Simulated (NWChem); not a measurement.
System: GeH$_{4}$TeO; SMILES O[Te][GeH3]

```xyz
7

Te     0.3047     0.9102    -0.0035
O     -1.6793     1.2639    -0.0661
H     -1.9649     1.3257     0.8548
Ge    -0.0085    -1.6367    -0.0045
H      1.3960    -2.2681     0.0478
H     -0.8233    -2.0569     1.2322
H     -0.7449    -2.0698    -1.2826
```
Atoms are numbered in this order, from 1.

Results from NWChem. All runs use the structure optimised with PBE0/def2-SVP. def2 effective core potentials on Te; no spin-orbit coupling.

**Question.** Predict the results for B3LYP/def2-SVP. Quantities: highest occupied level (eV); orbital gap (eV); dipole (D).

**Answer.** 
```
Quantity                     Result
---------------------------  ------
highest occupied level (eV)   -6.02
orbital gap (eV)               4.08
dipole (D)                     1.70
```
